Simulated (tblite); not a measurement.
Record of a relaxation.

Compound: C2H5FGeO2.
SMILES with atom numbers: `[O:1]=[C:2]([OH:3])[GeH2:4][CH2:5][F:6]` (hydrogens: H7 on O3; H8, H9 on Ge4; H10, H11 on C5)

Computed with GFN2-xTB (tblite), gas phase: L-BFGS steps from a force-field or distance-geometry start until the largest atomic force falls under 0.01 eV/Å. 9 of its 125 geometries are shown.

Step 0: E = -587.3389 eV, largest atomic force 4.515 eV/Å
```
atom  x, y, z in Å  |  force x, y, z in eV/Å
O1      1.396   -0.691   -1.494    0.164   1.875   3.394
C2      1.350   -0.044   -0.416    3.089  -2.380  -2.276
O3      2.444    0.041    0.461   -1.303  -0.230  -1.348
Ge4    -0.292    0.837    0.039    0.082   1.562   0.946
C5     -1.640   -0.568    0.107   -0.717  -0.684  -0.809
F6     -2.097   -0.660    1.403   -0.050  -0.109  -0.232
H7      3.306   -0.409    0.229   -1.285   0.310  -0.232
H8     -0.547    1.889   -1.061    0.050  -0.399   0.422
H9     -0.176    1.482    1.464   -0.079  -0.231  -0.796
H10    -2.505   -0.304   -0.560    0.450  -0.423   0.639
H11    -1.234   -1.570   -0.199   -0.402   0.711   0.292
```

Step 16: E = -587.8173 eV, largest atomic force 0.048 eV/Å
```
atom  x, y, z in Å  |  force x, y, z in eV/Å
O1      1.554   -0.734   -1.448    0.014  -0.020   0.002
C2      1.436   -0.074   -0.453   -0.012   0.003  -0.038
O3      2.405    0.081    0.441   -0.021   0.010   0.004
Ge4    -0.253    0.852    0.059   -0.001   0.005   0.047
C5     -1.672   -0.560    0.097   -0.005  -0.006  -0.007
F6     -2.135   -0.697    1.387    0.032   0.034   0.012
H7      3.207   -0.412    0.184   -0.009   0.035   0.022
H8     -0.580    1.895   -0.972   -0.006  -0.035  -0.014
H9     -0.151    1.509    1.401    0.038  -0.022   0.020
H10    -2.538   -0.325   -0.524   -0.005   0.011  -0.015
H11    -1.267   -1.531   -0.198   -0.026  -0.014  -0.032
```

Step 31: E = -587.8242 eV, largest atomic force 0.036 eV/Å
```
atom  x, y, z in Å  |  force x, y, z in eV/Å
O1      1.604   -0.771   -1.446    0.003   0.002  -0.016
C2      1.443   -0.086   -0.475    0.011  -0.032   0.013
O3      2.381    0.122    0.443    0.018   0.016  -0.005
Ge4    -0.248    0.827    0.043   -0.003  -0.016   0.016
C5     -1.692   -0.556    0.094   -0.002   0.003  -0.007
F6     -2.124   -0.696    1.395    0.012   0.003  -0.013
H7      3.208   -0.348    0.226    0.007   0.006   0.001
H8     -0.605    1.880   -0.966    0.011   0.018  -0.018
H9     -0.073    1.449    1.391   -0.017   0.013   0.017
H10    -2.564   -0.283   -0.503   -0.013  -0.014   0.017
H11    -1.325   -1.535   -0.228   -0.028   0.002  -0.006
```

Step 46: E = -587.8285 eV, largest atomic force 0.053 eV/Å
```
atom  x, y, z in Å  |  force x, y, z in eV/Å
O1      1.649   -0.808   -1.420    0.014  -0.009   0.024
C2      1.466   -0.112   -0.461   -0.019   0.001  -0.013
O3      2.404    0.167    0.439    0.006  -0.006  -0.026
Ge4    -0.242    0.785    0.030   -0.029   0.024   0.007
C5     -1.730   -0.554    0.087   -0.005   0.017  -0.024
F6     -2.085   -0.716    1.410    0.007  -0.039  -0.035
H7      3.250   -0.264    0.221    0.023  -0.006   0.010
H8     -0.548    1.858   -0.979   -0.007  -0.034  -0.002
H9     -0.100    1.407    1.383    0.007   0.012   0.017
H10    -2.625   -0.225   -0.444   -0.015   0.019   0.015
H11    -1.433   -1.536   -0.292    0.016   0.022   0.027
```

Step 62: E = -587.8399 eV, largest atomic force 0.146 eV/Å
```
atom  x, y, z in Å  |  force x, y, z in eV/Å
O1      1.694   -0.998   -1.231   -0.048  -0.026   0.017
C2      1.502   -0.180   -0.376    0.002  -0.006  -0.055
O3      2.465    0.312    0.396    0.012   0.009   0.019
Ge4    -0.232    0.718    0.039    0.013  -0.041   0.139
C5     -1.797   -0.525    0.076   -0.002   0.037  -0.027
F6     -1.988   -0.976    1.361    0.081  -0.048   0.037
H7      3.334   -0.074    0.177   -0.049   0.003   0.026
H8     -0.492    1.712   -1.052    0.009   0.089  -0.047
H9     -0.105    1.431    1.355   -0.010  -0.010  -0.078
H10    -2.720   -0.016   -0.210   -0.017   0.011  -0.036
H11    -1.655   -1.401   -0.561    0.009  -0.019   0.005
```

Step 78: E = -587.8560 eV, largest atomic force 0.122 eV/Å
```
atom  x, y, z in Å  |  force x, y, z in eV/Å
O1      1.602   -1.172   -1.026    0.012  -0.077  -0.044
C2      1.449   -0.223   -0.313   -0.012   0.062   0.031
O3      2.438    0.376    0.345    0.047   0.028   0.039
Ge4    -0.245    0.761    0.027    0.001   0.004   0.004
C5     -1.785   -0.507    0.053    0.041   0.071  -0.027
F6     -1.759   -1.198    1.240    0.040  -0.040   0.108
H7      3.299   -0.049    0.178    0.006  -0.037  -0.003
H8     -0.419    1.748   -1.094   -0.058   0.009  -0.010
H9     -0.115    1.523    1.311   -0.021  -0.020  -0.005
H10    -2.754   -0.012   -0.002   -0.059   0.048  -0.017
H11    -1.706   -1.245   -0.746    0.003  -0.049  -0.076
```

Step 93: E = -587.8606 eV, largest atomic force 0.019 eV/Å
```
atom  x, y, z in Å  |  force x, y, z in eV/Å
O1      1.566   -1.170   -1.017   -0.001   0.005  -0.010
C2      1.441   -0.208   -0.314    0.007   0.000  -0.009
O3      2.446    0.352    0.354    0.002   0.003   0.001
Ge4    -0.249    0.794    0.013   -0.006   0.000  -0.002
C5     -1.759   -0.503    0.045   -0.001   0.001   0.002
F6     -1.699   -1.188    1.240    0.001  -0.005   0.005
H7      3.287   -0.117    0.199   -0.013  -0.004   0.013
H8     -0.473    1.783   -1.098    0.007  -0.004  -0.002
H9     -0.139    1.538    1.309   -0.004   0.003  -0.003
H10    -2.744   -0.034   -0.003    0.009   0.003   0.007
H11    -1.671   -1.245   -0.754   -0.003  -0.001  -0.002
```

Step 108: E = -587.8661 eV, largest atomic force 0.063 eV/Å
```
atom  x, y, z in Å  |  force x, y, z in eV/Å
O1      1.618   -1.044   -1.168    0.031   0.017  -0.004
C2      1.444   -0.180   -0.358   -0.015   0.030   0.053
O3      2.380    0.250    0.485   -0.037   0.026  -0.032
Ge4    -0.253    0.818   -0.048    0.019  -0.010  -0.002
C5     -1.737   -0.502    0.076   -0.013   0.035  -0.029
F6     -1.546   -1.253    1.214    0.008  -0.028   0.020
H7      3.226   -0.217    0.365    0.018  -0.051  -0.007
H8     -0.535    1.744   -1.197    0.000   0.003  -0.017
H9     -0.136    1.617    1.214    0.014   0.002   0.008
H10    -2.721   -0.037    0.163   -0.024   0.003   0.005
H11    -1.736   -1.192   -0.772   -0.001  -0.028   0.004
```

Step 124: E = -587.8698 eV, largest atomic force 0.010 eV/Å
```
atom  x, y, z in Å  |  force x, y, z in eV/Å
O1      1.708   -0.836   -1.329    0.005  -0.007  -0.003
C2      1.451   -0.123   -0.401    0.005  -0.002  -0.001
O3      2.286    0.113    0.605   -0.007  -0.001  -0.001
Ge4    -0.260    0.850   -0.107    0.000   0.000  -0.001
C5     -1.708   -0.505    0.109    0.006  -0.005  -0.006
F6     -1.412   -1.270    1.217   -0.001   0.002   0.006
H7      3.121   -0.381    0.508   -0.004   0.001  -0.002
H8     -0.596    1.710   -1.294   -0.002  -0.002   0.005
H9     -0.132    1.692    1.127   -0.008   0.001   0.001
H10    -2.691   -0.061    0.282    0.003   0.003   0.003
H11    -1.762   -1.186   -0.744    0.003   0.008  -0.001
```

Problem. Summarise the path.

Solution. The energy falls by 0.5309 eV from step 0 to step 124; nine tenths of that is first reached at step 15. It rises by more than 0.2 meV at steps 66, 69, 72 and 109. The largest force goes from 4.515 to 0.010 eV/Å. Among the bonds C2–O3 changes most, from 1.405 to 1.329 Å; the atoms move by 0.522 Å rms after alignment.

Problem. Follow the three bonds and two angles with the largest change from start to end.

Solution. 
```json
{"step": "0", "E above end (eV)": "0.5309", "largest force (eV/Å)": "4.515", "C2–O3 (Å)": "1.405", "C2–Ge4 (Å)": "1.918", "Ge4–H9 (Å)": "1.568", "O3–C2–Ge4 (°)": "119.4", "O1–C2–Ge4 (°)": "118.1"}
{"step": "5", "E above end (eV)": "0.0803", "largest force (eV/Å)": "0.402", "C2–O3 (Å)": "1.331", "C2–Ge4 (Å)": "1.974", "Ge4–H9 (Å)": "1.481", "O3–C2–Ge4 (°)": "114.1", "O1–C2–Ge4 (°)": "121.0"}
{"step": "11", "E above end (eV)": "0.0573", "largest force (eV/Å)": "0.090", "C2–O3 (Å)": "1.327", "C2–Ge4 (Å)": "1.990", "Ge4–H9 (Å)": "1.497", "O3–C2–Ge4 (°)": "113.4", "O1–C2–Ge4 (°)": "123.3"}
{"step": "16", "E above end (eV)": "0.0525", "largest force (eV/Å)": "0.048", "C2–O3 (Å)": "1.327", "C2–Ge4 (Å)": "1.993", "Ge4–H9 (Å)": "1.497", "O3–C2–Ge4 (°)": "113.0", "O1–C2–Ge4 (°)": "123.5"}
{"step": "22", "E above end (eV)": "0.0483", "largest force (eV/Å)": "0.061", "C2–O3 (Å)": "1.329", "C2–Ge4 (Å)": "1.995", "Ge4–H9 (Å)": "1.499", "O3–C2–Ge4 (°)": "111.1", "O1–C2–Ge4 (°)": "125.2"}
{"step": "27", "E above end (eV)": "0.0465", "largest force (eV/Å)": "0.046", "C2–O3 (Å)": "1.329", "C2–Ge4 (Å)": "1.990", "Ge4–H9 (Å)": "1.497", "O3–C2–Ge4 (°)": "110.6", "O1–C2–Ge4 (°)": "125.6"}
{"step": "32", "E above end (eV)": "0.0455", "largest force (eV/Å)": "0.060", "C2–O3 (Å)": "1.329", "C2–Ge4 (Å)": "1.990", "Ge4–H9 (Å)": "1.496", "O3–C2–Ge4 (°)": "110.4", "O1–C2–Ge4 (°)": "126.0"}
{"step": "38", "E above end (eV)": "0.0435", "largest force (eV/Å)": "0.097", "C2–O3 (Å)": "1.330", "C2–Ge4 (Å)": "1.996", "Ge4–H9 (Å)": "1.496", "O3–C2–Ge4 (°)": "109.8", "O1–C2–Ge4 (°)": "126.4"}
{"step": "43", "E above end (eV)": "0.0422", "largest force (eV/Å)": "0.065", "C2–O3 (Å)": "1.329", "C2–Ge4 (Å)": "1.992", "Ge4–H9 (Å)": "1.498", "O3–C2–Ge4 (°)": "110.1", "O1–C2–Ge4 (°)": "126.2"}
{"step": "49", "E above end (eV)": "0.0403", "largest force (eV/Å)": "0.059", "C2–O3 (Å)": "1.330", "C2–Ge4 (Å)": "1.994", "Ge4–H9 (Å)": "1.494", "O3–C2–Ge4 (°)": "110.1", "O1–C2–Ge4 (°)": "126.5"}
{"step": "54", "E above end (eV)": "0.0371", "largest force (eV/Å)": "0.094", "C2–O3 (Å)": "1.329", "C2–Ge4 (Å)": "1.994", "Ge4–H9 (Å)": "1.502", "O3–C2–Ge4 (°)": "110.1", "O1–C2–Ge4 (°)": "126.0"}
{"step": "59", "E above end (eV)": "0.0334", "largest force (eV/Å)": "0.074", "C2–O3 (Å)": "1.330", "C2–Ge4 (Å)": "1.997", "Ge4–H9 (Å)": "1.496", "O3–C2–Ge4 (°)": "110.7", "O1–C2–Ge4 (°)": "125.7"}
{"step": "65", "E above end (eV)": "0.0263", "largest force (eV/Å)": "0.081", "C2–O3 (Å)": "1.329", "C2–Ge4 (Å)": "1.994", "Ge4–H9 (Å)": "1.499", "O3–C2–Ge4 (°)": "109.9", "O1–C2–Ge4 (°)": "126.3"}
{"step": "70", "E above end (eV)": "0.0214", "largest force (eV/Å)": "0.079", "C2–O3 (Å)": "1.330", "C2–Ge4 (Å)": "1.993", "Ge4–H9 (Å)": "1.497", "O3–C2–Ge4 (°)": "109.5", "O1–C2–Ge4 (°)": "126.7"}
{"step": "75", "E above end (eV)": "0.0164", "largest force (eV/Å)": "0.113", "C2–O3 (Å)": "1.331", "C2–Ge4 (Å)": "1.989", "Ge4–H9 (Å)": "1.499", "O3–C2–Ge4 (°)": "108.7", "O1–C2–Ge4 (°)": "127.4"}
{"step": "81", "E above end (eV)": "0.0108", "largest force (eV/Å)": "0.074", "C2–O3 (Å)": "1.330", "C2–Ge4 (Å)": "1.990", "Ge4–H9 (Å)": "1.499", "O3–C2–Ge4 (°)": "110.0", "O1–C2–Ge4 (°)": "126.2"}
{"step": "86", "E above end (eV)": "0.0097", "largest force (eV/Å)": "0.018", "C2–O3 (Å)": "1.330", "C2–Ge4 (Å)": "1.990", "Ge4–H9 (Å)": "1.498", "O3–C2–Ge4 (°)": "110.2", "O1–C2–Ge4 (°)": "126.1"}
{"step": "92", "E above end (eV)": "0.0093", "largest force (eV/Å)": "0.017", "C2–O3 (Å)": "1.330", "C2–Ge4 (Å)": "1.992", "Ge4–H9 (Å)": "1.498", "O3–C2–Ge4 (°)": "110.3", "O1–C2–Ge4 (°)": "126.0"}
{"step": "97", "E above end (eV)": "0.0088", "largest force (eV/Å)": "0.082", "C2–O3 (Å)": "1.330", "C2–Ge4 (Å)": "1.991", "Ge4–H9 (Å)": "1.499", "O3–C2–Ge4 (°)": "110.2", "O1–C2–Ge4 (°)": "126.2"}
{"step": "102", "E above end (eV)": "0.0082", "largest force (eV/Å)": "0.036", "C2–O3 (Å)": "1.330", "C2–Ge4 (Å)": "1.992", "Ge4–H9 (Å)": "1.499", "O3–C2–Ge4 (°)": "110.1", "O1–C2–Ge4 (°)": "126.2"}
{"step": "108", "E above end (eV)": "0.0037", "largest force (eV/Å)": "0.063", "C2–O3 (Å)": "1.330", "C2–Ge4 (Å)": "1.993", "Ge4–H9 (Å)": "1.498", "O3–C2–Ge4 (°)": "109.8", "O1–C2–Ge4 (°)": "126.2"}
{"step": "113", "E above end (eV)": "0.0020", "largest force (eV/Å)": "0.232", "C2–O3 (Å)": "1.333", "C2–Ge4 (Å)": "1.992", "Ge4–H9 (Å)": "1.500", "O3–C2–Ge4 (°)": "109.7", "O1–C2–Ge4 (°)": "126.3"}
{"step": "119", "E above end (eV)": "0.0002", "largest force (eV/Å)": "0.122", "C2–O3 (Å)": "1.330", "C2–Ge4 (Å)": "1.990", "Ge4–H9 (Å)": "1.500", "O3–C2–Ge4 (°)": "110.0", "O1–C2–Ge4 (°)": "126.1"}
{"step": "124", "E above end (eV)": "0.0000", "largest force (eV/Å)": "0.010", "C2–O3 (Å)": "1.329", "C2–Ge4 (Å)": "1.990", "Ge4–H9 (Å)": "1.499", "O3–C2–Ge4 (°)": "110.0", "O1–C2–Ge4 (°)": "126.2"}
```

What follows is the cost of the whole relaxation. Hardware: one thread of an Arm Neoverse N1, shared host. Cost: 0.97 s.
